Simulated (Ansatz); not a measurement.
CH3BCl, SMILES `C[B-]Cl` (lower singlet) (charge -1, multiplicity 1). This singlet lies 0.86 eV below the relaxed triplet at the level frozen-core CCSD(T)/aug-cc-pVDZ // B3LYP-D3(BJ)/def2-TZVPD (Ansatz, a first-principles code).

All values below come from PBE0/aug-cc-pVTZ // B3LYP-D3(BJ)/def2-TZVPD (Ansatz).

Ansatz 0.2 input:
```yaml
crystal:
  periodic: [false, false, false]
  atoms:
    - { symbol: C, position_ang: [-0.518232, 0.080026, 0.046911] }
    - { symbol: B, position_ang: [0.896789, 0.765522, 0.318131] }
    - { symbol: Cl, position_ang: [2.188322, -0.519892, -0.283499] }
    - { symbol: H, position_ang: [-0.586659, -0.871005, 0.599926] }
    - { symbol: H, position_ang: [-0.621936, -0.167866, -1.022039] }
    - { symbol: H, position_ang: [-1.358285, 0.713214, 0.340569] }
basis:
  gaussian: { orbitals: aug-cc-pVTZ }
hamiltonian:
  xc: pbe0
total_charge: -1
```

Output:

```
Functional definition: PBE0
1000 factors; their error is unknown
mean field evaluation 1: about -14274.9988 eV, gradient 4.0e1 eV
mean field evaluation 2: about -14265.7219 eV, gradient 6.2e1 eV
mean field evaluation 4: about -14279.1636 eV, gradient 2.8e0 eV
mean field evaluation 8: about -14279.1864 eV, gradient 4.3e-2 eV
mean field evaluation 16: about -14279.1905 eV, gradient 3.3e-5 eV
mean field -14279.19051131 eV, -524.7505725079 hartree, gradient 3.3e-5 eV, S^2 0.000000; 0 other end points of the search recorded, 0 dependent functions left out
reference -14279.19054211 eV, -524.7505736397 hartree; 16, 16 occupied and 195, 195 virtual orbitals, 1000 factors
Total energy: -14279.19054211 eV, -524.7505736397 hartree
```
